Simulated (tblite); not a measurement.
C₃H₁₀BN.
Structure used (GFN2-xTB), in Å, numbered top down from 1:
```xyz
15
C3H10BN angstrom
B     -2.6497   -0.0709   -0.2972
N     -1.4734   -0.3060    0.3774
C     -0.2229    0.4075    0.2509
C      0.8982   -0.4948   -0.2751
C      2.2005    0.2739   -0.4569
H     -3.5699   -0.7648   -0.0854
H     -2.7021    0.8169   -1.0607
H     -1.4004   -1.0698    1.0350
H      0.0728    0.8175    1.2264
H     -0.3754    1.2413   -0.4371
H      1.0549   -1.3197    0.4253
H      0.5845   -0.9226   -1.2296
H      2.5238    0.7059    0.4876
H      2.9849   -0.3864   -0.8187
H      2.0699    1.0801   -1.1751
```

Calculated harmonic vibrations of the isolated species, GFN2-xTB (tblite), most abundant isotopes, no scaling. Errors from tens to a few hundred cm⁻¹ against measured bands are possible. Modes of hydrogen on boron can be 10 to 20 % off. One conformer, not necessarily the lowest.

Harmonic wavenumbers (cm⁻¹): 79.4, 91.1, 228.1, 233.3, 376.4, 404.8, 487.6, 758.0, 792.6, 860.0, 871.6, 906.5, 942.1, 1033.2, 1094.2, 1116.6, 1138.4, 1176.6, 1230.4, 1271.3, 1285.8, 1322.2, 1360.7, 1414.9, 1476.7, 1486.8, 1495.7, 1502.5, 1504.9, 2607.1, 2634.2, 2890.1, 2961.2, 2985.0, 2987.9, 3033.3, 3037.0, 3041.5, 3423.9.

A = 17637, B = 2179, C = 2153 MHz; mass 71.091 u (most abundant isotopes); point group C1, symmetry number 1.

Problem. Zero-point energy?

Solution. Half the sum of the wavenumbers: 28772 cm⁻¹ = 344.19 kJ/mol.

Problem. What is S at 273.15 K and 1 bar for an ideal gas of classical rigid rotors and harmonic oscillators?

Solution. Translation 160.21, rotation 106.71, vibration 58.80: S = 325.7 J/(mol K).

Problem. And Cp and H(273.15 K) − H(0)?

Solution. Cp = 100.26 J/(mol K), of which vibrations give 67.01 (their classical limit is 39 R = 324.3); H(273.15 K) − H(0) = 17.90 kJ/mol without the zero-point energy, 8.82 from vibrations.

Problem. What must be added to the electronic energy to get the Gibbs energy at 273.15 K and 1 bar?

Solution. ZPE + [H(273.15 K) − H(0)] − T·S = 344.19 + 17.90 − 88.97 = 273.12 kJ/mol.

Problem. Which modes carry the vibrational entropy at 273.15 K?

Solution. 79.4 cm⁻¹: 15.62; 91.1 cm⁻¹: 14.50; 228.1 cm⁻¹: 7.27; 233.3 cm⁻¹: 7.11; 376.4 cm⁻¹: 3.86; 404.8 cm⁻¹: 3.43 J/(mol K); the other 33 give 7.00 together.

Problem. Blend soft modes into free rotors: weight 1/[1 + (100 cm⁻¹/ν̃)⁴] for the oscillator and the rest for a rotor with moment μB/(μ + B), μ = h/(8π²ν), B = 10⁻⁴⁴ kg m². What vibrational entropy results?

Solution. 55.18 J/(mol K) in place of 58.80, which changes −T·S at 273.15 K by +0.99 kJ/mol.

Problem. How do the functions run with temperature in this model?

Solution. 
```csv
T (K),S (J/(mol K)),Cp (J/(mol K)),H − H(0) (kJ/mol),G − H(0) (kJ/mol),ln q(vib)
50,216.0,44.6,1.86,-8.94,0.19
100,250.9,57.4,4.42,-20.67,0.78
298.15,334.8,107.7,20.50,-79.33,3.55
373.15,361.5,130.7,29.44,-105.44,4.63
500,404.9,166.8,48.37,-154.07,6.54
750,483.3,220.2,97.18,-265.31,10.40
1000,552.0,256.5,157.05,-394.91,14.20
```

q(vib) and H(0) count from the zero-point level.

Hindered rotation and anharmonicity are outside this model. Other conformers, if any are populated, would add a mixing term that is left out. The structure is chiral; the term R ln 2 for an equal mix with its mirror image is left out.
